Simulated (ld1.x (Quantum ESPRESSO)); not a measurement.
**krypton, TM: configuration errors across variants**

ld1.x (Quantum ESPRESSO) 7.5 input, shortened:

```
&input
   title='Kr', zed=36., rel=1, dft='PZ', iswitch=3,
   config='[Ar] 3d10 4s2 4p5'
 /
 &inputp
   pseudotype=2, tm=.true., lloc=0,
   nlcc=.true., new_core_ps=.true.
 /
2
4P  2  1   5.00   0.00  1.35  1.35  0.0
4S  1  0   2.00   0.00  1.30  1.30  0.0
 &test
   configts(1)='4s2 4p5'
 /
```

All-electron excitation energies from the reference (eV): (1) 4s2 4p6 -14.436; (2) 4s2 4p4 25.337; (3) 4s2 4p3 62.611; (4) 4s2 4p2 112.684; (5) 4s1 4p6 14.537; (6) 4s2 4p5.5 -8.507; (7) 4s2 4p5 spin -0.177; (8) 4s2 4p4 spin 24.524.

Spin tests fill each open shell by Hund’s rule, majority spin first.

1 further variants failed, have other tests or too few solved ones, and are left out.

A true bound ghost makes a file unfit for plane-wave use even where its test errors are small: the radial tests pick states by their node count and pass the ghost by.

Errors AE − PS in meV (a dash: test not solved or not reliable):

| change | (1) | (2) | (3) | (4) | (5) | (6) | (7) | (8) | bound ghosts |
| --- | --- | --- | --- | --- | --- | --- | --- | --- | --- |
| base | -3.9 | -15 | -53 | -109 | -7.2 | -0.3 | +1.1 | -7.4 | p |
| wave 4p (bound): rc 1.35 bohr becomes 4p (bound): rc 1.16 bohr | -13 | -24 | -89 | -178 | -6.9 | -2.8 | -0.6 | -22 | p |
| wave 4p (bound): rc 1.35 bohr becomes 4p (bound): rc 1.32 bohr | -4.4 | -15 | -56 | -115 | -6.9 | -0.4 | +0.9 | -9.0 | p |
| wave 4p (bound): rc 1.35 bohr becomes 4p (bound): rc 1.58 bohr | -3.2 | -14 | -49 | -97 | -7.8 | 0.0 | +1.7 | -4.2 | p |
| wave 4p (bound): rc 1.35 bohr becomes 4p (bound): rc 2.00 bohr | -7.1 | -22 | -87 | -195 | -3.6 | -1.2 | -1.0 | -23 | p |

Problem. Give the same row for: wave 4p (bound): rc 1.35 bohr becomes 4p (bound): rc 1.76 bohr.

Solution. -4.0, -16, -57, -120, -6.5, -0.3, +0.9, -9.2; bound ghosts: p.
